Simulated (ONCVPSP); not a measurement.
iodine (I), ONCV: configuration errors across variants

```json
{"Element": "iodine (I)", "Generator": "ONCVPSP 4.0.1", "Type": "optimised norm-conserving Vanderbilt (ONCV)", "Functional": "PBE", "Relativity": "scalar-relativistic", "Frozen core": "[Kr] 4d10", "Valence charge": "7", "Reference configuration": "5s2 5p4.75 (charge +0.25)", "Partial waves": "5s: rc 1.50 bohr, ncon 5, nbas 9, qcut 3.8 1/bohr, 2 projectors, debl 2.8 Ha; 5p: rc 2.05 bohr, ncon 4, nbas 7, qcut 4.8 1/bohr, 2 projectors, debl 2 Ha", "Local potential": "polynomial inside 1.30 bohr (lpopt 5, dvloc0 6 Ha)", "Core correction": "Teter function, fcfact 4.5, rcfact 1.25"}
```

All-electron excitation energies from the reference (eV): (1) 5s2 5p5 -2.016; (2) 5s2 5p4 9.116; (3) 5s2 5p3 28.962; (4) 5s1 5p5 20.096.

2 further variants failed, have other tests or too few solved ones, and are left out.

A true bound ghost makes a file unfit for plane-wave use even where its test errors are small: the radial tests pick states by their node count and pass the ghost by.

Errors AE − PS in meV (a dash: test not solved or not reliable):

| change | (1) | (2) | (3) | (4) | bound ghosts | GHOST(+) flags above zero |
| --- | --- | --- | --- | --- | --- | --- |
| base | +0.5 | -3.7 | -20 | -20 | s | s, p |
| s: rc 1.66 | +0.5 | -3.7 | -20 | -16 | none | s, p |
| s: rc 2.12 | +0.5 | -3.7 | -20 | -19 | none | s, p |

Q: Give the same row for: s: rc 1.86.

A: +0.5, -3.7, -20, -15; bound ghosts: none; GHOST(+) flags above zero: s, p.
